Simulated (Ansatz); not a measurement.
Reaction (formal exchange of groups at the Se–C bond): `NC[Se][SiH3]` + `CC` → `CC[Se][SiH3]` + CH₃NH₂

Gas-phase electronic energies from Ansatz, PBE0-D4/def2-TZVP geometries. CCSD(T)/CBS is the MP2 limit (def2-TZVPP, def2-QZVPP) plus CCSD(T) − MP2 in def2-TZVPP, frozen cores. This one scheme is used for every species. Functionals use def2-TZVPP. For Se outer-core shells are correlated without core-valence functions, which leaves a few kJ/mol of doubt a bond. Scalar relativity is left out up to krypton. One conformer a species, not always the lowest.

Problem. Is it downhill or uphill in electronic energy at CCSD(T)/CBS, and by how much? (An estimate is asked.)

Solution. Computed: Uphill: ΔE = +8.4 kJ/mol.

Problem. What do these levels give: PBE0-D4, CAM-B3LYP-D4, ωB97M-V, r2SCAN, PBE0, BHLYP, LC-ωPBE, RPA@PBE/def2-TZVPP, MP2/def2-SVP, CCSD/def2-TZVPP, MP2/def2-QZVPP, MP2/CBS(def2)? (Estimate.)

Solution. Ansatz gave: PBE0-D4 11.9, CAM-B3LYP-D4 11.4, ωB97M-V 12.9, r2SCAN 11.9, PBE0 10.7, BHLYP 8.6, LC-ωPBE 10.8, RPA@PBE/def2-TZVPP 8.3, MP2/def2-SVP 17.9, CCSD/def2-TZVPP 8.9, MP2/def2-QZVPP 9.2, MP2/CBS(def2) 8.8 kJ/mol.

Largest T1 diagnostic among the species: 0.010.

Leaving LDA and LC-ωPBE aside and taking each functional with its dispersion term where it has one, the values, not all of them listed here, spread over 4.0 kJ/mol, from B2PLYP to revPBE-D4. LDA lies +6.3 kJ/mol from PBE without D4. In def2-TZVPP, CCSD(T) changes the Hartree–Fock value by +5.4 kJ/mol (the triples alone add +1.1 kJ/mol) and MP2 by +5.8 kJ/mol. At CCSD(T), def2-SVP lies +9.0 kJ/mol from the extrapolated value and def2-TZVPP +1.6 kJ/mol.
